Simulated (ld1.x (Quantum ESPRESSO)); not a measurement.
# Reading a pseudo-wave (technetium)

Columns: radius, all-electron u(r) and pseudo u(r) of the 4d shell (level -22.74 eV) of technetium in the configuration [Ar] 3d10 4s2 4p6 4d5 5s0 5p0; LDA (PZ), scalar-relativistic, RRKJ scheme, ld1.x (Quantum ESPRESSO) 7.5.

| r (bohr) | all-electron | pseudo |
| --- | --- | --- |
| 0.070 | 0.0783 | -0.0010 |
| 0.140 | 0.2604 | -0.0077 |
| 0.210 | 0.3818 | -0.0250 |
| 0.280 | 0.3936 | -0.0565 |
| 0.350 | 0.3164 | -0.1037 |
| 0.420 | 0.1853 | -0.1663 |
| 0.490 | 0.0301 | -0.2415 |
| 0.560 | -0.1286 | -0.3254 |
| 0.630 | -0.2780 | -0.4128 |
| 0.700 | -0.4110 | -0.4987 |
| 0.770 | -0.5244 | -0.5786 |
| 0.840 | -0.6173 | -0.6491 |
| 0.910 | -0.6906 | -0.7082 |
| 0.980 | -0.7461 | -0.7549 |
| 1.050 | -0.7856 | -0.7896 |
| 1.120 | -0.8115 | -0.8130 |
| 1.190 | -0.8258 | -0.8263 |
| 1.260 | -0.8306 | -0.8307 |
| 1.330 | -0.8276 | -0.8276 |
| 1.400 | -0.8183 | -0.8183 |
| 1.470 | -0.8040 | -0.8040 |
| 1.540 | -0.7858 | -0.7858 |
| 1.610 | -0.7646 | -0.7646 |
| 1.680 | -0.7412 | -0.7412 |
| 1.750 | -0.7161 | -0.7161 |
| 1.820 | -0.6898 | -0.6898 |

Q: How many radial nodes do the two functions have?

A: The all-electron 4d function has n − l − 1 = 1; the pseudo-wave has 0, since the states of the same l below it are removed with the core.

Q: At about which radius was the pseudo-wave matched?

A: 1.40 bohr. The columns agree to 0.0005 from 1.26 bohr on; several derivatives are matched, so the curves merge somewhat inside the radius.

Q: Is the pseudo-wave norm-conserving?

A: Yes: the RRKJ scheme keeps the norm inside the radius equal to the all-electron one, which fixes the energy derivative of the logarithmic derivative at the level.
